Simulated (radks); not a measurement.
Results of a calculation; reference values are marked as such.
Cd2+, 46 electrons, occupied as [Kr] 4d10.

Code: a radial shooting solver on a logarithmic mesh with Libxc functionals. Model: scalar-relativistic Kohn-Sham, Slater X-alpha with alpha = 0.702, spin-polarised, spherical densities, point nucleus.

Energy parts (eV):
| part | energy |
|---|---|
| total | -152160.442 |
| kinetic | 158387.293 |
| electron-nucleus | -367210.734 |
| Hartree | 60800.074 |
| exchange | -4137.075 |

Orbitals (lengths in bohr, moments of r in powers of bohr):
[
 {"orbital": "1s", "occ.": "2", "eigenvalue (eV)": "-26532.43", "<r^2>": "0.001251"},
 {"orbital": "2s", "occ.": "2", "eigenvalue (eV)": "-3957.757", "<r^2>": "0.02045"},
 {"orbital": "2p", "occ.": "6", "eigenvalue (eV)": "-3556.281", "<r^2>": "0.01610"},
 {"orbital": "3s", "occ.": "2", "eigenvalue (eV)": "-752.3991", "<r^2>": "0.1471"},
 {"orbital": "3p", "occ.": "6", "eigenvalue (eV)": "-620.5511", "<r^2>": "0.1481"},
 {"orbital": "3d", "occ.": "10", "eigenvalue (eV)": "-413.4698", "<r^2>": "0.1331"},
 {"orbital": "4s", "occ.": "2", "eigenvalue (eV)": "-124.1638", "<r^2>": "0.8738"},
 {"orbital": "4p", "occ.": "6", "eigenvalue (eV)": "-85.2820", "<r^2>": "1.053"},
 {"orbital": "4d", "occ.": "10", "eigenvalue (eV)": "-29.8513", "<r^2>": "1.881"}
]

The highest occupied level is 4d at -29.851 eV. For comparison, the ionisation energy in NIST's Atomic Spectra Database is 37.47 eV (measured). In exact Kohn-Sham theory the highest level is minus the ionisation energy, but local and semilocal functionals leave it too shallow, through self-interaction and a potential that decays too fast; potentials with the right tail come closer. The density falls to 0.001 e/bohr^3 at r = 3.24 bohr.
